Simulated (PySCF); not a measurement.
SMILES [SiH2](S)B (H5BSSi), singlet, PBE/def2-SVP optimised geometry.

```
8

B      1.59    -0.74     0.00
Si    -0.43    -0.74     0.00
S     -0.87     1.40     0.00
H      2.22    -0.71     1.04
H      2.22    -0.72    -1.04
H     -1.03    -1.40     1.22
H     -1.03    -1.40    -1.22
H     -2.22     1.22     0.00
```

Density from PySCF with PBE/def2-TZVP at that geometry.

Minimum of the electron density along straight lines between bonded atoms, close to the bond critical point (lines longer than 1.1 times the sum of covalent radii, or with two minima, are not listed):

| bond | length / Å | ρ at the minimum / e bohr⁻³ | ∇²ρ there / e bohr⁻⁵ | position (fraction from the first atom) |
|---|---|---|---|---|
| B1–Si2 | 2.023 | 0.110 | [?] | 0.61 |
| Si2–S3 | 2.185 | 0.091 | [?] | 0.36 |
| B1–H4 | 1.216 | 0.180 | -0.45 | 0.45 |
| B1–H5 | 1.216 | 0.180 | -0.45 | 0.45 |
| Si2–H6 | 1.509 | 0.116 | 0.11 | 0.49 |
| Si2–H7 | 1.509 | 0.116 | 0.11 | 0.49 |
| S3–H8 | 1.364 | 0.203 | [?] | 0.65 |

Question: What belongs in the gaps?

Answer: 
- B1–Si2, ∇²ρ there / e bohr⁻⁵: -0.07
- Si2–S3, ∇²ρ there / e bohr⁻⁵: 0.06
- S3–H8, ∇²ρ there / e bohr⁻⁵: -0.54
